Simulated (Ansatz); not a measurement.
TeF₄, relaxed as a singlet with RKS B3LYP-D4/def2-SVP in Ansatz, starting from the GFN2-xTB geometry. Force threshold 0.02 eV/Å.

In the def2 sets Te takes a core potential; there is no spin–orbit coupling.

Start:

```xyz
5

Te    0.665    0.137    0.003
F    -0.143   -0.198    1.731
F    -0.190    0.129   -1.734
F    -0.514    1.662    0.167
F     0.182   -1.730   -0.166
```

Problem. Estimate the energy that the relaxation releases and the steps that it takes.

Solution. 24.3 kJ/mol, in 13 steps; 14 s on 4 threads of Arm Neoverse V1 on a shared host. The force fell under the threshold at step 5, but the optimiser went on and released 0.155 eV more. No frequencies were taken in this run, so the end may be a saddle point.

Problem. Does the start keep its bonding and symmetry?

Solution. By distances, no bond broke or formed. The bond that changes most is Te1–F5, from 1.94 to 1.90 Å (atoms count from 1). Point group C4v at the start, C2v at the end, both within 0.05 Å.

Problem. Predict the relaxed structure.

Solution. 
Cartesian coordinates in Å:
```
Te 0.572 0.117 0.003
F 0.367 -0.113 1.931
F 0.313 0.253 -1.928
F -0.918 1.291 0.135
F -0.335 -1.547 -0.142
```
Bond lengths: 4 × F–Te 1.90 to 1.95 Å.
